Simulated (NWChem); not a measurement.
Molecule: CH$_{3}$Cl$_{2}$Ga; SMILES [CH3][Ga]([Cl])[Cl]

Computed with NWChem. The geometry was optimised at B3LYP/6-31G* (spherical d).

### Question
Predict the results for PW91/def2-SVP. Quantities: highest occupied level (eV); orbital gap (eV); dipole (D).

### Answer
| Property | Result |
|---|---|
| highest occupied level (eV) | -7.30 |
| orbital gap (eV) | 5.33 |
| dipole (D) | 2.78 |
